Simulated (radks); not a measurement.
The numbers below are computed, except where a source is named.
Fractional charge and spin in the 3d shell of vanadium: the spin-up occupation runs from 1 to 2 and the spin-down occupation from 0 to 1; the fullest corner is V, [Ar] 4s2 3d(up 2, down 1). Level of theory: scalar-relativistic Kohn-Sham, PBE, spin-polarised, spherical densities, finite nucleus; Fermi nuclear charge, rms radius of each element as measured or else 0.836 A^(1/3) + 0.57 fm (a radial shooting solver on a logarithmic mesh with Libxc functionals). Energy (eV) minus the two flat planes that join the four corners (they meet along the diagonal where the two added fractions sum to one electron); zero is where a piecewise linear energy would lie.

| down \ up | 1 | 1.25 | 1.5 | 1.75 | 2 |
|---|---|---|---|---|---|
| 0 | 0.000 | -1.445 | -1.901 | -1.405 | 0.000 |
| 0.25 | -1.416 | -1.816 | -1.271 | 0.180 | -1.114 |
| 0.5 | -1.861 | -1.261 | 0.239 | -1.009 | -1.450 |
| 0.75 | -1.376 | 0.180 | -1.019 | -1.414 | -1.059 |
| 1 | 0.000 | -1.143 | -1.488 | -1.088 | 0.000 |

Corners above the fullest one (they belong to V+ and the next ion): (up 2, down 0) 10.218 eV, (up 1, down 1) 11.176 eV, (up 1, down 0) 35.810 eV. With half an added electron in each spin the energy lies 0.239 eV from the planes, and with half an added electron in spin up alone -1.901 eV. The planes are only a guide here: the flat-plane condition holds for ground states with one frontier orbital, while this shell lies below other occupied shells, so the corners above the fullest one are inner-hole states and not the ground states of those ions.
